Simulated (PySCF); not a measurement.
# Broadened absorption spectrum of C3H7GeN3S

Compound: C3H7GeN3S.
Z-matrix (Å and degrees, GFN2-xTB geometry), rows numbered from 1:
```
C 
S   1  1.8150
C   2  1.7365  1   99.30
C   3  1.4084  2  128.06  1  -179.54
N   4  1.3172  3  107.63  2   179.79
N   5  1.3182  4  105.74  3    -0.10
Ge  6  1.8329  5  123.80  4   177.77
N   6  1.3240  5  113.85  4     0.14
H   1  1.0853  2  109.06  3   -60.12
H   1  1.0852  2  109.05  3    60.41
H   1  1.0850  2  106.67  3  -179.89
H   4  1.0691  3  129.41  2    -0.10
H   7  1.4941  6  107.42  5  -105.86
H   7  1.4842  6  103.86  5    14.43
H   7  1.4901  6  105.55  5   135.77
```

Theory: TDDFT CAM-B3LYP/def2-SVPD, vertical, gas phase, core orbitals frozen in the response (PySCF 2.14.0, density-fitted response routines). The CAM-B3LYP/def2-SVPD calculation is non-relativistic and has no spin–orbit coupling, an omission that weighs most on germanium.

Each state is given a Gaussian of 0.5 eV full width at half maximum, with ε(max) = 2.175×10⁸ f / Δν̃ (Δν̃ the width in cm⁻¹). The width is an assumption, not a result. The curve ends short of the highest state used, and states not computed would add to its high-energy end.

(E (eV), ε (L mol⁻¹ cm⁻¹)): (4.59, 1), (4.66, 3), (4.74, 12), (4.82, 46), (4.90, 148), (4.98, 417), (5.06, 1021), (5.14, 2170), (5.21, 3739), (5.29, 6098), (5.37, 8633), (5.45, 10609), (5.53, 11321), (5.61, 10502), (5.69, 8497), (5.77, 6056), (5.84, 4160), (5.92, 2693), (6.00, 2111), (6.08, 2351), (6.16, 3259), (6.24, 4600), (6.32, 6017), (6.39, 6963)

Question: Locate the maxima and give the states behind the curve.

Answer: 224 nm (5.53 eV), ε about 11000, made up of S2 (100%) (ε in L mol⁻¹ cm⁻¹; maxima over ε = 5, shares over 10%). At its high-energy end, 6.39 eV, the curve is still rising (ε about 7000, from S6). The states used: S1 5.34 eV (f 0.0004); S2 5.53 eV (f 0.209); S3 6.04 eV (f 0.0061); S4 6.27 eV (f 0.012); S5 6.36 eV (f 0.0005); S6 6.47 eV (f 0.120); S7 6.63 eV (f 0.0098); S8 6.99 eV (f 0.0054).

Question: What would ε be at 5.53 eV, the highest of these maxima, with half the width (0.25 eV)?

Answer: About 22600 L mol⁻¹ cm⁻¹ against 11300, a factor of about 1.99; a lone state at its own centre would give exactly 2.

Question: On this curve, what absorbance would a 10⁻³ mol/L sample give at 266 nm over a 1 cm path?

Answer: 266 nm is 4.661 eV, where ε is about 2.9 L mol⁻¹ cm⁻¹, so A = ε c l ≈ 0.0029 (Beer–Lambert, with the gas-phase spectrum and the assumed width).

Question: Coming from long wavelengths, where does ε first pass 100 L mol⁻¹ cm⁻¹?

Answer: At about 254 nm (4.87 eV), 0.46 eV below S1.

Hardware: an Arm Neoverse V1 with one thread, no GPU, on a shared host. Cost: 72 s, 1.1 GiB resident at most.

One conformer stands for the species.
